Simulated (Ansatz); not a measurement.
`BN[SiH3]` + H₂Te → `B[TeH]` + `N[SiH3]` at 298.15 K and 1 bar (ligand exchange at a B–N bond).

Gas-phase electronic energies from Ansatz, PBE0-D4/def2-TZVP geometries. CCSD(T)/CBS is the MP2 limit (def2-TZVPP, def2-QZVPP) plus CCSD(T) − MP2 in def2-TZVPP, frozen cores. This one scheme is used for every species. Elements past krypton have def2 core potentials. For Te outer-core shells are correlated without core-valence functions, which leaves a few kJ/mol of doubt a bond.

```
   species  CCSD(T)/CBS energy (Eh)  H − E (kJ/mol)  S (J/(mol·K))
`BN[SiH3]`               -372.22946           182.4          292.7
      H₂Te               -268.91024            41.3          228.4
  `B[TeH]`               -294.31292            83.4          268.1
 `N[SiH3]`               -346.80422           145.7          264.3
```

H − E and S are ideal-gas, rigid-rotor, harmonic terms from PBE0-D4/def2-TZVP. 1 Eh = 2625.50 kJ/mol, R = 8.31446 J/(mol·K).

Q: By hand: ΔE, ΔH, ΔS and ΔG.

A: ΔE = (-294.31292) + (-346.80422) − (-372.22946) − (-268.91024) = 0.02256 Eh = 59.2 kJ/mol. Δ(H − E) = 83.4 + 145.7 − 182.4 − 41.3 = 5.4, so ΔH = 64.6 kJ/mol. ΔS = 268.1 + 264.3 − 292.7 − 228.4 = 11.3 J/(mol·K). ΔG = 64.6 − 298.15 × (11.3)/1000 = 61.2 kJ/mol.

Q: By hand: the equilibrium constant, and the temperature at which ΔG would vanish if ΔH and ΔS stayed fixed.

A: log₁₀ K = −ΔG/(RT ln 10) = -10.7. ΔG = 0 at ΔH/ΔS = 5717 K, far beyond where these terms or the molecules hold.

The number of gas molecules stays the same, so ΔS is small and ΔH decides. A doubt of 5 kJ/mol in ΔE shifts log₁₀ K by 0.9 here. These are equilibria of isolated gas molecules and say nothing of rates. Largest T1 diagnostic: 0.015 (customary marks: 0.02 for closed shells, 0.045 for open ones).
